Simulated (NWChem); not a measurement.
**Atomisation of C₂H₃Cl₂FSi**

```xyz
9

F      0.1117    -2.0385     0.0000
C      0.4448    -0.7336     0.0000
Si     2.3077    -0.3472     0.0000
C     -0.5500     0.1739     0.0000
Cl    -2.2203    -0.2646     0.0000
Cl    -0.1934     1.8743     0.0000
H      2.6728     0.4306     1.2156
H      2.6728     0.4306    -1.2156
H      3.0057    -1.6606     0.0000
```
Charge 0, spin multiplicity 1.

The numbers come from NWChem runs, not from measurements. Structure: optimised with B3LYP/def2-SVP, held to Cs symmetry and with no frequency check, so it may be a saddle point.

Basis set: def2-SVP. The atomisation energy is electronic alone: no zero-point, thermal, spin-orbit or counterpoise terms. No value is extrapolated to the basis-set limit. Free atoms are single determinants with multiplicities F 2, C 3, Si 3, Cl 2, H 2.

B3LYP has NWChem's definition, with VWN1-RPA local correlation. The structure started from a generated list of species. No SCF solution was tested for a lower state. Open-shell Hartree-Fock references start from PBE0 orbitals.

Question: One of these methods gave an atomisation energy of 506.7 kcal/mol. Which?
(A) HF
(B) PBE0
(C) B3LYP
(D) BHandHLYP

Answer: A, HF. The others give 738.2 (PBE0), 694.5 (BHandHLYP), 725.1 (B3LYP).
